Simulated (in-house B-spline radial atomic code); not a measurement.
# Ionising the rhodium ion Rh⁴⁺ with different functionals

Computed with a radial B-spline atomic code at the basis-set limit: four-component Dirac-Coulomb Hamiltonian, Fermi nucleus of rms radius 4.4945 fm, spin-restricted, spherical fractional occupations for the functionals. The ionisation energy is the difference of two self-consistent energies, [Kr] 4d5 → [Kr] 4d4, without Breit or QED terms; ε is the level of the shell that loses the electron (mean over j). The electron is taken from both j subshells in proportion to 2j + 1, so the result is a j average, not the step between ground levels.

Hybrids are left out here: with spherical fractional occupations of an open shell their exact exchange keeps a self-interaction that integer-occupation calculations don't have.

```csv
method,rung,ΔSCF (eV),-ε(4d) (eV)
LDA VWN5,LDA,62.79,54.79
relativistic LDA,LDA,62.81,54.80
LDA PW92,LDA,62.78,54.78
LDA exchange-only,LDA,61.06,53.09
PBE,GGA,62.59,54.58
PBEsol,GGA,62.56,54.55
BLYP,GGA,62.44,54.43
RPBE,GGA,62.54,54.52
PW91,GGA,62.67,54.66
BP86,GGA,62.65,54.64
AM05,GGA,62.57,54.55
OLYP,GGA,62.82,54.76
```

Task: How do they compare with the NIST value?

Result: NIST lists 63 eV ± 1.9 (tabulated theory, ground level to ground level). Errors run from -1.94 to -0.18 eV; all lie within about twice that uncertainty, so the table can't rank the methods.
